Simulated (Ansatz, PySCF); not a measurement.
Process, species as SMILES: FSF [fluoro thiohypofluorite] + 2 [H][H] (H2) -> 2 F (HF) + S (H2S)
Structures are relaxed separately at B3LYP-D3(BJ)/def2-TZVP in Ansatz (an electronic-structure program).
Geometry of the first species:
SMILES: FSF
```xyz
3

F     -1.2130    -0.5047     0.0161
S     -0.0057     0.5532     0.0075
F      1.2232    -0.4788    -0.0294
```
Charge 0, spin multiplicity 1.

Property: energy of full hydrogenation (enthalpy at 298 K, with B3LYP-D3(BJ) rigid-rotor harmonic-oscillator terms from PySCF), in kcal/mol. Correlated levels leave the core frozen unless marked. Spin-orbit coupling is left out. Non-relativistic. CBS(X,Y): correlation extrapolated as X^-3; Hartree-Fock from the larger set.

| level | program | energy of full hydrogenation (kcal/mol) |
|---|---|---|
| BP86/def2-TZVPD | PySCF | -57.3 |
| PBE0-D3(BJ)/def2-TZVP | Ansatz + dftd3 | ___ |
| HSE06-D4/def2-TZVPD | Ansatz + dftd4 | ___ |
| SCS-MP2/cc-pV(Q+d)Z | Ansatz | -66.2 |
| CCSD/6-31G* | Ansatz | ___ |
| CCSD(T)/CBS(cc-pV(T+d)Z,cc-pV(Q+d)Z) | Ansatz | -66.9 |

### Question
What belongs in the gaps?

### Answer

- PBE0-D3(BJ)/def2-TZVP, energy of full hydrogenation (kcal/mol): -62.2
- HSE06-D4/def2-TZVPD, energy of full hydrogenation (kcal/mol): -64.5
- CCSD/6-31G*, energy of full hydrogenation (kcal/mol): -48.0
